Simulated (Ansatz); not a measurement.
Steps of a relaxation of CH10AlBSi2, SMILES `[SiH3]C[BH][AlH][SiH3]` with RKS PBE0-D4/def2-TZVP.

```sh
$ ansatz run in.yaml --threads 4 --pin off --events-out ev --progress --plain --max-ram 10444MiB
```

```yaml
crystal:
  periodic: [false, false, false]
  atoms:
    - {symbol: Si, position_ang: [-0.098171, 0.799423, 1.970737]}
    - {symbol: C, position_ang: [1.405153, -0.265605, 1.399453]}
    - {symbol: B, position_ang: [0.683128, -1.293414, 0.496881]}
    - {symbol: Al, position_ang: [0.408508, -1.145911, -1.603908]}
    - {symbol: Si, position_ang: [-1.271556, 0.457682, -2.459143]}
    - {symbol: H, position_ang: [0.417765, 2.124336, 2.462585]}
    - {symbol: H, position_ang: [-1.060384, 1.062036, 0.842427]}
    - {symbol: H, position_ang: [-0.829969, 0.096555, 3.077000]}
    - {symbol: H, position_ang: [2.120382, 0.437998, 0.928087]}
    - {symbol: H, position_ang: [1.814650, -0.656466, 2.355687]}
    - {symbol: H, position_ang: [0.090517, -2.199533, 1.077710]}
    - {symbol: H, position_ang: [1.238161, -2.028723, -2.666096]}
    - {symbol: H, position_ang: [-0.781319, 1.866206, -2.197793]}
    - {symbol: H, position_ang: [-1.575410, 0.364643, -3.934730]}
    - {symbol: H, position_ang: [-2.583355, 0.329973, -1.719496]}
basis:
  gaussian: {orbitals: def2-TZVP}
hamiltonian: {xc: pbe0, dispersion: d4}
relax: {f_tol: 0.005, max_steps: 150}
```

Positions (Å) and forces (eV/Å) along the path, 10 of 56 steps:

```xyz
15
step=1 energy=-24216.4527 eV
Si   -0.098    0.799    1.971    0.048    0.042    0.038
C     1.405   -0.266    1.399    0.052    0.105    0.126
B     0.683   -1.293    0.497   -0.042   -0.126    0.310
Al    0.409   -1.146   -1.604    0.033   -0.036   -0.140
Si   -1.272    0.458   -2.459   -0.167    0.195   -0.062
H     0.418    2.124    2.463   -0.120   -0.289   -0.106
H    -1.060    1.062    0.842    0.205   -0.071    0.234
H    -0.830    0.097    3.077    0.151    0.148   -0.236
H     2.120    0.438    0.928   -0.335   -0.353    0.223
H     1.815   -0.656    2.356   -0.186    0.192   -0.444
H     0.091   -2.200    1.078    0.226    0.339   -0.176
H     1.238   -2.029   -2.666   -0.086    0.099    0.142
H    -0.781    1.866   -2.198   -0.104   -0.285   -0.058
H    -1.575    0.365   -3.935    0.061    0.017    0.306
H    -2.583    0.330   -1.719    0.265    0.025   -0.156
15
step=12 energy=-24216.4929 eV
Si   -0.068    0.809    2.003    0.000    0.005    0.000
C     1.378   -0.275    1.398   -0.020    0.018   -0.003
B     0.654   -1.287    0.498    0.000   -0.009   -0.001
Al    0.402   -1.115   -1.603   -0.005    0.000    0.008
Si   -1.292    0.442   -2.490    0.007   -0.005   -0.001
H     0.482    2.083    2.534   -0.003   -0.004    0.001
H    -1.009    1.134    0.896    0.005   -0.001    0.003
H    -0.818    0.104    3.071    0.003    0.003   -0.004
H     2.091    0.406    0.930    0.008    0.000    0.000
H     1.791   -0.676    2.330    0.007   -0.007    0.008
H     0.080   -2.182    1.070    0.002   -0.003   -0.004
H     1.289   -1.954   -2.630    0.002   -0.002   -0.006
H    -0.833    1.846   -2.261    0.000    0.003   -0.001
H    -1.575    0.307   -3.947   -0.003    0.002   -0.002
H    -2.592    0.306   -1.769   -0.002   -0.001    0.003
15
step=15 energy=-24216.4934 eV
Si   -0.064    0.819    2.000   -0.004    0.009   -0.002
C     1.375   -0.277    1.403   -0.012    0.007    0.010
B     0.659   -1.289    0.495   -0.003   -0.005   -0.002
Al    0.408   -1.112   -1.605    0.000    0.001   -0.003
Si   -1.300    0.432   -2.487    0.002   -0.003    0.003
H     0.497    2.068    2.580   -0.003   -0.011   -0.003
H    -0.969    1.192    0.878    0.010   -0.003    0.011
H    -0.856    0.104    3.031    0.005    0.004   -0.009
H     2.096    0.401    0.940    0.001    0.001   -0.003
H     1.781   -0.682    2.336    0.001   -0.001   -0.001
H     0.086   -2.189    1.060    0.005   -0.002   -0.001
H     1.300   -1.940   -2.639    0.001    0.000    0.001
H    -0.845    1.840   -2.271   -0.001   -0.001   -0.001
H    -1.597    0.288   -3.941   -0.001    0.001    0.002
H    -2.592    0.294   -1.752    0.000    0.002   -0.001
15
step=16 energy=-24216.4937 eV
Si   -0.064    0.843    1.983   -0.042    0.025    0.003
C     1.361   -0.277    1.408    0.016   -0.043    0.027
B     0.675   -1.300    0.485   -0.001   -0.002    0.006
Al    0.427   -1.117   -1.615   -0.005    0.006    0.025
Si   -1.312    0.415   -2.458   -0.013    0.004   -0.036
H     0.515    2.035    2.663   -0.027   -0.049   -0.026
H    -0.887    1.310    0.830    0.045   -0.020    0.064
H    -0.944    0.111    2.934    0.034    0.033   -0.048
H     2.094    0.397    0.955   -0.009    0.002   -0.005
H     1.757   -0.687    2.345   -0.019    0.027   -0.028
H     0.119   -2.220    1.035    0.011    0.016    0.005
H     1.323   -1.927   -2.660   -0.010    0.014    0.004
H    -0.853    1.828   -2.278    0.000   -0.014    0.000
H    -1.643    0.248   -3.903   -0.007    0.008    0.012
H    -2.589    0.291   -1.692    0.027   -0.006   -0.004
15
step=21 energy=-24216.4977 eV
Si   -0.059    0.855    1.940   -0.069    0.046    0.018
C     1.365   -0.289    1.421    0.000   -0.008   -0.008
B     0.692   -1.328    0.509    0.008   -0.028   -0.055
Al    0.414   -1.103   -1.587    0.015   -0.003    0.027
Si   -1.347    0.401   -2.432   -0.012    0.011   -0.022
H     0.501    1.931    2.804   -0.038   -0.043   -0.035
H    -0.697    1.481    0.745    0.035   -0.030    0.080
H    -1.095    0.104    2.704    0.057    0.051   -0.053
H     2.089    0.386    0.955    0.006    0.004    0.010
H     1.761   -0.670    2.368    0.004   -0.010    0.008
H     0.193   -2.280    1.054    0.002    0.018    0.017
H     1.348   -1.852   -2.645   -0.014    0.008    0.005
H    -0.861    1.814   -2.341   -0.005   -0.019   -0.002
H    -1.735    0.167   -3.854   -0.003    0.004    0.013
H    -2.592    0.332   -1.612    0.014   -0.001   -0.003
15
step=26 energy=-24216.5030 eV
Si   -0.050    0.867    1.899   -0.038    0.016    0.001
C     1.384   -0.298    1.447    0.001   -0.002    0.014
B     0.727   -1.324    0.510   -0.007    0.014   -0.001
Al    0.429   -1.077   -1.579   -0.002   -0.013    0.001
Si   -1.379    0.381   -2.406   -0.025    0.020   -0.005
H     0.425    1.820    2.937   -0.006   -0.021   -0.019
H    -0.490    1.635    0.703    0.017   -0.018    0.026
H    -1.213    0.111    2.436    0.025    0.019   -0.017
H     2.129    0.375    1.012    0.001   -0.002   -0.002
H     1.741   -0.687    2.406    0.002    0.000   -0.001
H     0.232   -2.286    1.042    0.005   -0.001   -0.003
H     1.361   -1.803   -2.653   -0.002    0.007   -0.002
H    -0.882    1.792   -2.440    0.003   -0.005    0.000
H    -1.865    0.063   -3.780    0.010   -0.009    0.008
H    -2.570    0.381   -1.505    0.014   -0.006    0.002
15
step=30 energy=-24216.5064 eV
Si   -0.036    0.871    1.854   -0.032    0.019    0.005
C     1.405   -0.315    1.479   -0.010   -0.005    0.003
B     0.744   -1.318    0.522   -0.002   -0.025    0.003
Al    0.431   -1.044   -1.561    0.006    0.003    0.001
Si   -1.411    0.377   -2.379    0.002    0.003   -0.004
H     0.354    1.749    2.990   -0.009   -0.020   -0.022
H    -0.324    1.714    0.662    0.014   -0.019    0.029
H    -1.273    0.131    2.224    0.035    0.023   -0.016
H     2.171    0.348    1.063   -0.004    0.002    0.002
H     1.728   -0.709    2.447    0.000    0.008   -0.004
H     0.245   -2.290    1.033    0.008    0.013   -0.004
H     1.372   -1.739   -2.648   -0.003    0.004    0.001
H    -0.927    1.787   -2.500   -0.004   -0.014    0.000
H    -1.935   -0.018   -3.719   -0.003    0.005    0.012
H    -2.568    0.406   -1.436    0.002    0.003   -0.004
15
step=41 energy=-24216.5138 eV rejected
Si   -0.021    0.843    1.711   -0.022    0.020    0.024
C     1.477   -0.327    1.535   -0.005   -0.017   -0.012
B     0.791   -1.305    0.573   -0.001    0.000    0.002
Al    0.425   -0.985   -1.496   -0.001   -0.003   -0.007
Si   -1.464    0.391   -2.285    0.013   -0.004    0.002
H     0.008    1.491    3.051   -0.006   -0.020   -0.045
H     0.041    1.872    0.641   -0.012   -0.012    0.023
H    -1.310    0.105    1.577    0.039    0.022    0.005
H     2.259    0.323    1.136   -0.001    0.004    0.001
H     1.745   -0.697    2.527    0.002    0.001    0.004
H     0.284   -2.281    1.069    0.004    0.004    0.001
H     1.354   -1.642   -2.617    0.003   -0.005    0.002
H    -0.961    1.742   -2.684   -0.022   -0.016    0.007
H    -2.154   -0.185   -3.478    0.006    0.014    0.017
H    -2.497    0.606   -1.229    0.002    0.013   -0.023
15
step=45 energy=-24216.5146 eV
Si   -0.025    0.836    1.727   -0.003    0.003    0.002
C     1.486   -0.317    1.525    0.001    0.012    0.001
B     0.790   -1.301    0.577   -0.005    0.001   -0.002
Al    0.412   -0.996   -1.493    0.005    0.001   -0.006
Si   -1.458    0.395   -2.298   -0.007    0.008    0.001
H    -0.002    1.456    3.077    0.000   -0.005   -0.010
H     0.019    1.888    0.678   -0.002   -0.007    0.008
H    -1.303    0.086    1.581    0.008    0.003    0.001
H     2.254    0.342    1.113   -0.003   -0.004    0.001
H     1.773   -0.682    2.513   -0.002    0.000   -0.002
H     0.291   -2.274    1.085    0.002   -0.001    0.001
H     1.333   -1.675   -2.607   -0.002   -0.003    0.002
H    -0.946    1.737   -2.710    0.003   -0.005    0.004
H    -2.151   -0.182   -3.488    0.003   -0.002    0.002
H    -2.496    0.636   -1.254    0.001    0.000   -0.003
15
step=56 energy=-24216.5151 eV
Si   -0.047    0.815    1.731    0.001    0.005    0.000
C     1.501   -0.281    1.500    0.004    0.001   -0.001
B     0.801   -1.294    0.586    0.002    0.003    0.000
Al    0.386   -1.034   -1.483   -0.002   -0.001    0.001
Si   -1.437    0.414   -2.298    0.000    0.001    0.002
H    -0.050    1.395    3.098    0.000   -0.001   -0.003
H    -0.045    1.895    0.712    0.000   -0.003    0.003
H    -1.296    0.021    1.562    0.000    0.000    0.000
H     2.238    0.394    1.060   -0.003   -0.002    0.002
H     1.824   -0.625    2.484   -0.002    0.001   -0.003
H     0.331   -2.265    1.123   -0.001   -0.001    0.000
H     1.258   -1.782   -2.591    0.000    0.000    0.000
H    -0.874    1.740   -2.698   -0.001   -0.001    0.001
H    -2.138   -0.133   -3.495    0.000    0.000   -0.001
H    -2.475    0.689   -1.261    0.002   -0.001   -0.002
```

Run time 2.4 min (4 threads of an Intel Xeon Platinum 8488C on a shared host); peak host memory 0.78 GiB.
